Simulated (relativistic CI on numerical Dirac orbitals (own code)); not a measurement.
**Line list: Forbidden lines, Pt LXXVII**

Calculated at this level of theory: Dirac-Coulomb-Breit CI, orbitals from a KLI potential per configuration, QED by a radiative potential, unscaled Slater integrals (own radial code, finite nucleus).

Configurations in the expansion: 1s2, 1s 2s, 1s 2p, 1s 3s, 1s 3p, 1s 3d, 1s 4s, 1s 4p, 1s 4d, 1s 4f, 1s 5s, 1s 5p, 1s 5d, 1s 5f, 1s 5g, 1s 6s, 1s 6p, 1s 6d, 2s2. Levels of other configurations are missing.

```csv
λ vac (nm),Lower,Upper,Type,A (s⁻¹),gf,Branching (%)
0.01430,1s2 1S_0 [1],1s 6d 1D_2 [59],E2,2.21e+13,3.39e-04,6.9
0.01431,1s2 1S_0 [1],1s 6d 3D_2 [55],E2,1.71e+13,2.62e-04,4.8
0.01447,1s2 1S_0 [1],1s 5d 1D_2 [43],E2,3.63e+13,5.70e-04,6.7
0.01448,1s2 1S_0 [1],1s 5d 3D_2 [37],E2,2.82e+13,4.43e-04,4.6
0.01479,1s2 1S_0 [1],1s 4d 1D_2 [29],E2,6.42e+13,1.05e-03,6.2
0.01480,1s2 1S_0 [1],1s 4d 3D_2 [23],E2,5.04e+13,8.28e-04,4.3
0.01480,1s2 1S_0 [1],1s 4p 3P°_2 [22],M2,8.51e+12,1.40e-04,2.0
0.01552,1s2 1S_0 [1],1s 3d 1D_2 [17],E2,1.10e+14,1.99e-03,4.7
0.01555,1s2 1S_0 [1],1s 3d 3D_2 [13],E2,8.80e+13,1.60e-03,3.3
0.01555,1s2 1S_0 [1],1s 3p 3P°_2 [12],M2,1.92e+13,3.48e-04,2.8
0.01814,1s2 1S_0 [1],1s 2p 3P°_2 [6],M2,5.25e+13,1.30e-03,79.4
0.01873,1s2 1S_0 [1],1s 2s 3S_1 [2],M1,1.89e+13,2.99e-04,100.0
0.06405,1s 2p 3P°_1 [3],1s 5f 3F°_3 [41],E2,6.64e+12,2.86e-03,2.5
0.07137,1s 2p 3P°_2 [6],1s 5f 3F°_4 [44],E2,8.07e+12,5.55e-03,3.1
0.07159,1s 2p 1P°_1 [7],1s 5f 1F°_3 [47],E2,6.84e+12,3.68e-03,2.6
0.07973,1s 2p 3P°_2 [6],1s 4f 3F°_4 [30],E2,1.20e+13,1.03e-02,2.4
0.08000,1s 2p 1P°_1 [7],1s 4f 1F°_3 [31],E2,1.02e+13,6.87e-03,2.1
```

Terms are leading LS components. Brackets give the number of a level in order of energy, since labels repeat. The list gives strong lines, with weight on those to low levels, among the lowest 59 of 60 levels, so that lines to higher ones, which can be the strongest, are missing. Levels whose partners in the same complex of configurations lie outside the list can be far off, and so can their lines. Rates are taken at the computed energies, electric ones in the length gauge.

At this charge energies of transitions that change n are usually good to better than 1 %, and those within a shell (Δn = 0) to a few per cent.

LS names give the leading component of a level, which can be under half, so a name can repeat, a term be missing and a line seem to break the LS rules.
